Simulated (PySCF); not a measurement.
Computed shifts of a molecule C3H8OSi2, PBE/pcSseg-1 in PySCF, GIAO, gas phase, atoms alike by connectivity averaged where their shifts nearly agree, in ppm (number of nuclei): ²⁹Si: 13.8 (1), -82.6 (1). ¹³C: 163.1 (1), 133.9 (1), 34.5 (1). ¹H: 7.43 (1), 6.62 (1), 5.79 (1), 4.33 (2), 2.31 (1), 2.22 (1), 0.77 (1). References: ¹⁷O against H2O (σ = 334.3 ppm); ²⁹Si against TMS (σ = 335.4 ppm); ¹³C against TMS (σ = 182.0 ppm); ¹H against TMS (σ = 31.49 ppm), references at their B3LYP-D3(BJ)/def2-TZVP geometries, non-relativistic. Geometry: B3LYP-D3(BJ)/def2-SVP. Other conformers were not sampled.

**Question.** Which molecule gave these data?
(A) [SiH3]CC1=C[SiH2]O1
(B) O[Si@@H]1CC=C[SiH2]1
(C) [SiH3]O[C@@H]1C=C[SiH2]1
(D) C1=C[SiH2]C[SiH2]O1

**Answer.** B, O[Si@@H]1CC=C[SiH2]1
